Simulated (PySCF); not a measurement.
# Reading the logs of faulty runs: CClH6NSi

All numbers below are calculated, not measured. The program is PySCF 2.14.0, an open-source quantum chemistry code, run on an isolated molecule that a program drew, which may never have been made. The molecule is CClH6NSi (charge 0, singlet), drawn as the SMILES string `NC[SiH2]Cl`.

Each row is a Hartree-Fock (HF) and frozen-core CCSD(T) single point in the cc-pV(D+d)Z basis, meant for a local HF minimum. Run 1 is clean. Each other run has one planted mistake out of seven kinds, and not every kind appears here: one electron removed, one electron added, multiplicity raised by two, geometry at a saddle point, minimal basis STO-3G, one bond length entered in bohr, all coordinates scaled. The reference is restricted for singlets and unrestricted otherwise, and also for a bond in bohr. Adding or removing an electron swaps singlet and doublet. Electrons count all cores. HOMO and LUMO are orbital energies over both spins, the gradient is its largest component, and the lowest frequency (negative if imaginary) is given only where the gradient is small. Bond lengths are over the 9 bonds as drawn. T1 is the CCSD diagnostic: over 0.02 (restricted) or 0.045 (unrestricted) a single reference is doubtful.

Geometry of the clean run:
```xyz
10
CClH6NSi, angstrom
N    -2.6937    0.9603   -1.5197
C    -1.2748    0.6635   -1.6870
Si   -0.8302    0.4864   -3.5056
Cl   -1.6429   -1.2490   -4.2994
H    -2.9443    0.9534   -0.5459
H    -2.9046    1.8842   -1.8570
H    -1.0545   -0.2937   -1.2060
H    -0.5961    1.4005   -1.2288
H     0.6337    0.3983   -3.6716
H    -1.3611    1.6204   -4.2873
```

| run | electrons | basis functions | <S^2> | HOMO (eV) | LUMO (eV) | gradient (hartree/bohr) | lowest frequency (cm^-1) | mean bond (Å) | longest bond (Å) | T1 | HF (hartree) | CCSD(T) (hartree) | mistake |
|---|---|---|---|---|---|---|---|---|---|---|---|---|---|
| 1 | 50 | 104 | 0.000 | -10.66 | 4.12 | 1.3e-05 | 91 | 1.3970 | 2.074 | 0.0085 | -844.30151 | -844.92344 | no fault |
| 2 | 51 | 104 | 0.759 | 2.95 | 8.74 | 9.0e-02 | - | 1.3970 | 2.074 | 0.0127 | -844.17072 | -844.81232 | one electron added |
| 3 | 50 | 104 | 2.009 | -2.67 | 0.44 | 7.2e-02 | - | 1.3970 | 2.074 | 0.0253 | -844.07352 | -844.68187 | multiplicity raised by two |
| 4 | 50 | 104 | 0.000 | -10.68 | 4.01 | 9.6e-03 | - | 1.4123 | 2.097 | 0.0086 | -844.30038 | -844.92409 | all coordinates scaled |
| 5 | 49 | 104 | 0.761 | -16.16 | -6.26 | 5.7e-02 | - | 1.3970 | 2.074 | 0.0293 | -843.99128 | -844.58121 | one electron removed |
| 6 | 50 | 34 | 0.000 | -8.84 | 9.55 | 2.9e-02 | - | 1.3970 | 2.074 | 0.0048 | -834.87168 | -835.05677 | ? |

**Which mistake was planted in run 6, and what did it cost?**

It has 34 basis functions where the clean run has 104, with the same electrons and geometry. So the mistake is: minimal basis STO-3G. Subtracting run 1 and multiplying by 627.51 kcal/mol a hartree, the energy moved by 5917.3 kcal/mol in HF and 6191.4 kcal/mol in CCSD(T).

Cautions from the logs. Run 2: the HOMO is above zero, so the electron isn't bound and the energy depends on the basis.
